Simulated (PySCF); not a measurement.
Pb(OH)(NH2) (H3NOPb), SMILES [OH][Pb][NH2] (connectivity only; charge and spin as stated), neutral, multiplicity 1. Geometry optimised at B3LYP-D3(BJ)/def2-TZVP. The def2 effective core potentials stand for the cores of Pb; spin–orbit coupling is left out. One conformer was computed; it need not be the lowest.

Computed with B3LYP-D3(BJ)/def2-TZVP in PySCF.

Harmonic wavenumbers (cm⁻¹): 166, 233, 287, 377, 504, 527, 566, 729, 1536, 3520, 3631, 3811. Rotational constants (GHz): 7.895, 5.946, 3.392; symmetry number 1.

**Question.** Work out the zero-point energy and the ideal-gas rigid-rotor harmonic-oscillator thermochemistry at 298.15 K and 1 atm.

**Answer.** ZPE = ½ Σ hcν = ½ × 15885 cm⁻¹ = 22.71 kcal/mol. H − E(el) = 26.72 kcal/mol. Entropy in cal/(mol K): translation 42.33, rotation 25.12, vibration 8.92, total 76.36. G − E(el) = 3.95 kcal/mol. Cp = 19.22 cal/(mol K).
